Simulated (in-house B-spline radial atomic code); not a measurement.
Configurations of the dysprosium ion Dy²⁺, with energies counted from [Xe] 4f10. Method: Dirac-Hartree-Fock, average of configuration, Fermi nucleus of rms radius 5.2218 fm. Calculated with an all-electron radial atomic-structure program (B-spline basis). Energies include first-order Breit, QED and recoil terms.

Occupations are held fixed; configurations that lie above the ionisation limit could autoionise.

```
             configuration  E - E(ref) (eV)  highest orbital  its <r> (bohr)
              [Xe] 4f9 5d1           1.7688            5d5/2           2.375
              [Xe] 4f9 7p1           12.931            7p3/2           7.703
    [Kr] 4d10 4f11 5s2 5p5           27.137            4f7/2          0.8814
[Kr] 4d10 4f10 5s2 5p5 7d1           38.812            7d5/2           10.33
[Kr] 4d10 4f10 5s2 5p5 5g1           39.392            5g7/2           9.156
[Kr] 4d10 4f10 5s2 5p5 8g1           42.377            8g7/2           28.64
 [Kr] 4d9 4f10 5s2 5p6 6s1           162.24            6s1/2           3.375
 [Kr] 4d9 4f10 5s2 5p6 9s1            177.2            9s1/2           15.79
 [Kr] 4d9 4f10 5s2 5p6 6g1           177.69            6g7/2           14.65
 [Kr] 4d9 4f10 5s2 5p6 9g1           179.59            9g7/2           37.13
```

Question: Order these further configurations by energy, lowest first.
A. [Xe] 4f9 7d1
B. [Xe] 4f9 9p1
C. [Xe] 4f9 7s1
D. [Kr] 4d9 4f11 5s2 5p6
E. [Xe] 4f9 5g1

Answer: C (11.266 eV), A (15.238 eV), E (15.869 eV), B (17.341 eV), D (159.67 eV).

Question: How far above the reference does [Xe] 4f9 9d1 lie?

Answer: 18.06 eV; its least bound orbital is 9d5/2 with <r> = 21.75 bohr.

Question: How far above the reference does [Kr] 4d9 4f10 5s2 5p6 7p1 lie?

Answer: 173.25 eV; its least bound orbital is 7p3/2 with <r> = 7.694 bohr.

Question: How far above the reference does [Kr] 4d9 4f10 5s2 5p6 6p1 lie?

Answer: 166.62 eV; its least bound orbital is 6p3/2 with <r> = 4.16 bohr.
